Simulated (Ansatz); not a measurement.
`CN[SiH]([SiH3])Cl` + `C[AsH]C` → `C[As](C)[SiH3]` + `CN[SiH2]Cl` at 700 K and 1 bar (cleavage of the Si–Si bond).

Isolated molecules relaxed with PBE0-D4/def2-TZVP in Ansatz; ΔE leaves out vibrations. CCSD(T)/CBS is the MP2 limit (def2-TZVPP, def2-QZVPP) plus CCSD(T) − MP2 in def2-TZVPP, frozen cores. For As outer-core shells are correlated without core-valence functions, which leaves a few kJ/mol of doubt a bond. Scalar relativity is left out up to krypton. One conformer a species, not always the lowest.

| species | CCSD(T)/CBS energy (Eh) | H − E (kJ/mol) | S (J/(mol·K)) |
| --- | --- | --- | --- |
| `CN[SiH]([SiH3])Cl` | -1135.57158 | 334.4 | 539.1 |
| `C[AsH]C` | -2315.32263 | 279.0 | 405.7 |
| `C[As](C)[SiH3]` | -2605.61324 | 350.9 | 506.0 |
| `CN[SiH2]Cl` | -845.29269 | 263.1 | 434.4 |

H − E and S are ideal-gas, rigid-rotor, harmonic terms from PBE0-D4/def2-TZVP, for one conformer and one mirror image of each species. 1 Eh = 2625.50 kJ/mol, R = 8.31446 J/(mol·K).

Problem. By hand: ΔE, ΔH, ΔS and ΔG.

Solution. ΔE = (-2605.61324) + (-845.29269) − (-1135.57158) − (-2315.32263) = -0.01172 Eh = -30.8 kJ/mol. Δ(H − E) = 350.9 + 263.1 − 334.4 − 279.0 = 0.6, so ΔH = -30.2 kJ/mol. ΔS = 506.0 + 434.4 − 539.1 − 405.7 = -4.4 J/(mol·K). ΔG = -30.2 − 700 × (-4.4)/1000 = -27.1 kJ/mol.

Problem. By hand: the equilibrium constant, and the temperature at which ΔG would vanish if ΔH and ΔS stayed fixed.

Solution. log₁₀ K = −ΔG/(RT ln 10) = 2.0. ΔG = 0 at ΔH/ΔS = 6864 K, far beyond where these terms or the molecules hold.

The number of gas molecules stays the same, so ΔS is small and ΔH decides. A doubt of 5 kJ/mol in ΔE shifts log₁₀ K by 0.4 here. Other conformers and mirror images would add mixing entropy, several J/(mol·K) or more a flexible species. These are equilibria of isolated gas molecules and say nothing of rates. Largest T1 diagnostic: 0.011 (customary marks: 0.02 for closed shells, 0.045 for open ones).
